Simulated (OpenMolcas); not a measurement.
Fe III: effect of the basis set

```
Program             : OpenMolcas
Method              : MS-CASPT2, IPEA 0.25 Eh, imaginary shift 0.1 Eh (closed shells correlated: 3s 3p)
Active space        : 6 electrons in 5 orbitals (3d)
State averaging     : 2S+1 = 5 even, 5 roots; 2S+1 = 3 even, 45 roots; 2S+1 = 1 even, 50 roots
Spin-orbit coupling : RASSI with atomic mean-field integrals over the reference wave functions, term energies averaged over their components
```

A. ANO-R1 [5s4p2d1f], X2C, finite nucleus; CASPT2 step about 7 core-seconds
B. ANO-RCC-VTZP [6s5p3d2f1g], DKH2, point nucleus; CASPT2 step of the order of 20 core-seconds
C. ANO-L-VTZP [6s5p3d2f1g], non-relativistic, point nucleus; CASPT2 step about 21 core-seconds
D. ANO-R2 [6s5p4d2f1g], X2C, finite nucleus; CASPT2 step about 30 core-seconds
E. ANO-RCC-VQZP [7s6p4d3f2g1h], DKH2, point nucleus; CASPT2 step roughly 40 core-seconds
F. ANO-R3 [7s5p5d3f2g1h], X2C, finite nucleus; CASPT2 step of the order of 60 core-seconds

Energies in eV above 3d6 5D4, the measured ground level; measured values from Corliss and Sugar, J. Phys. Chem. Ref. Data 11, 135 (1982).

```json
{"Level": "3d6 5D4", "A": "0.0000", "B": "0.0000", "C": "0.0000", "D": "0.0000", "E": "0.0000", "F": "0.0000", "Measured": "0.0000"}
{"Level": "3d6 5D3", "A": "0.0548", "B": "0.0542", "C": "0.0552", "D": "0.0543", "E": "0.0539", "F": "0.0543", "Measured": "0.0541"}
{"Level": "3d6 5D2", "A": "0.0933", "B": "0.0924", "C": "0.0939", "D": "0.0923", "E": "0.0917", "F": "0.0924", "Measured": "0.0916"}
{"Level": "3d6 5D1", "A": "0.1180", "B": "0.1169", "C": "0.1188", "D": "0.1168", "E": "0.1160", "F": "0.1169", "Measured": "0.1156"}
{"Level": "3d6 5D0", "A": "0.1301", "B": "0.1289", "C": "0.1310", "D": "0.1288", "E": "0.1279", "F": "0.1289", "Measured": "0.1274"}
{"Level": "3d6 3P2(1)", "A": "2.387", "B": "2.407", "C": "2.408", "D": "2.365", "E": "2.346", "F": "2.329", "Measured": "2.4059"}
{"Level": "3d6 3P1(1)", "A": "2.547", "B": "2.565", "C": "2.568", "D": "2.523", "E": "2.503", "F": "2.488", "Measured": "2.5650"}
{"Level": "3d6 3H6", "A": "2.604", "B": "2.518", "C": "2.539", "D": "2.502", "E": "2.458", "F": "2.450", "Measured": "2.4860"}
{"Level": "3d6 3P0(1)", "A": "2.615", "B": "2.632", "C": "2.636", "D": "2.590", "E": "2.569", "F": "2.554", "Measured": "2.6295"}
{"Level": "3d6 3H5", "A": "2.631", "B": "2.545", "C": "2.566", "D": "2.529", "E": "2.485", "F": "2.477", "Measured": "2.5170"}
{"Level": "3d6 3H4", "A": "2.650", "B": "2.565", "C": "2.586", "D": "2.549", "E": "2.505", "F": "2.496", "Measured": "2.5394"}
{"Level": "3d6 3F4(1)", "A": "2.722", "B": "2.686", "C": "2.702", "D": "2.654", "E": "2.624", "F": "2.607", "Measured": "2.6610"}
{"Level": "3d6 3F3(1)", "A": "2.749", "B": "2.714", "C": "2.730", "D": "2.682", "E": "2.652", "F": "2.635", "Measured": "2.6904"}
{"Level": "3d6 3F2(1)", "A": "2.769", "B": "2.733", "C": "2.750", "D": "2.701", "E": "2.671", "F": "2.655", "Measured": "2.7099"}
{"Level": "3d6 3G5", "A": "3.203", "B": "3.084", "C": "3.106", "D": "3.061", "E": "3.027", "F": "3.012", "Measured": "3.0449"}
{"Level": "3d6 3G4", "A": "3.249", "B": "3.131", "C": "3.153", "D": "3.108", "E": "3.073", "F": "3.058", "Measured": "3.0923"}
{"Level": "3d6 3G3", "A": "3.272", "B": "3.154", "C": "3.176", "D": "3.131", "E": "3.096", "F": "3.081", "Measured": "3.1173"}
{"Level": "3d6 1I6", "A": "3.959", "B": "3.825", "C": "3.855", "D": "3.801", "E": "3.730", "F": "3.723", "Measured": "3.7637"}
{"Level": "3d6 1G4(1)", "A": "3.995", "B": "3.922", "C": "3.950", "D": "3.884", "E": "3.832", "F": "3.817", "Measured": "3.8294"}
{"Level": "3d6 3D1", "A": "4.009", "B": "3.860", "C": "3.888", "D": "3.824", "E": "3.796", "F": "3.780", "Measured": "3.8095"}
{"Level": "3d6 3D2", "A": "4.010", "B": "3.862", "C": "3.890", "D": "3.826", "E": "3.798", "F": "3.782", "Measured": "3.8083"}
{"Level": "3d6 3D3", "A": "4.027", "B": "3.878", "C": "3.907", "D": "3.842", "E": "3.814", "F": "3.799", "Measured": "3.8259"}
{"Level": "3d6 1S0(1)", "A": "4.422", "B": "4.380", "C": "4.401", "D": "4.312", "E": "4.282", "F": "4.257", "Measured": "4.3162"}
{"Level": "3d6 1D2(1)", "A": "4.641", "B": "4.575", "C": "4.595", "D": "4.524", "E": "4.490", "F": "4.469", "Measured": "4.4391"}
```

Deviations, from unrounded energies. A percentage is the sum of absolute deviations over the sum of measured energies, with the sign that they share, or ± where signs differ.

```tsv
Against measurement	Levels	A	B	C	D	E	F
mean absolute deviation (cm-1)	23	810	280	410	160	210	300
fine structure of the ground term (%)	4	+2.0	+1.0	+2.6	+0.9	±0.3	+1.0
other terms of the ground configuration (%)	19	±3.8	±1.3	+1.9	±0.8	±1.0	±1.4
```

D lies closest to measurement on these levels and A furthest from it. The largest miss of D in the table is 3d6 1D2(1), by +680 cm-1. The ranking rests on the paired levels alone, and a cruder setting can come out closer through cancelling errors.

The two smallest mean deviations differ by little beside CASPT2's spread within terms, so their order carries little weight.

Among A to F the level of the table that moves most is 3d6 1I6, by 1900 cm-1 (lowest in F, highest in A). Moves below CASPT2's spread within the term are not significant.

Term energies are means over components that CASPT2 splits; among the terms shown or strongly mixed into the levels shown the widest spread is 1400 cm-1 (3d6 1I, E). The CASPT2 spread within a term exceeds the gap to the next term for 3d6 1I and 3d6 1G(1), 3d6 1G(1) and 3d6 3D, so the order of their levels is uncertain (figures for A; the like holds for B, C, D, E, F). Some levels mix across a computed gap that differs much from the measured one, so their mixing is not that of the real levels (holds for A). Computed and measured levels are paired by configuration, term and J; levels that our copy of the source lacks, or whose pairing is in doubt (as where it misses far off the trend of its configuration), stay unpaired and out of the deviations. Levels of configurations outside the active space are missing. Levels that lie high or do not pair safely by name in every column are left out.

A number in round brackets counts repeated terms of one configuration in the order of the reference energies.
